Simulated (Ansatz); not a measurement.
C3H9NSi2, SMILES C#C[C@@H]([SiH2][SiH3])N.

The structure is a stationary point at B3LYP-D3(BJ)/def2-SVP. The structure was generated by enumeration; whether it is a known compound was not checked. The values are those of a single conformer.

Two levels are set side by side: PBE/def2-SVPD (Ansatz, a first-principles code) and ωB97X-V/def2-SVPD (Ansatz). Energy differences of separate SCF runs at the same geometry; the states with an electron removed or added have multiplicity 2 and 2. Differences are taken from unrounded values.

```tsv
quantity	ωB97X-V
vertical ionisation energy (eV)	8.81
vertical singlet–triplet gap (eV)	5.59
```

What does PBE give, and how far is it from ωB97X-V? (The exact figures need the calculation; the answer reports its results.)


| quantity | PBE | PBE minus ωB97X-V |
|---|---|---|
| vertical ionisation energy (eV) | 8.25 | -0.56 |
| vertical singlet–triplet gap (eV) | 4.67 | -0.92 |
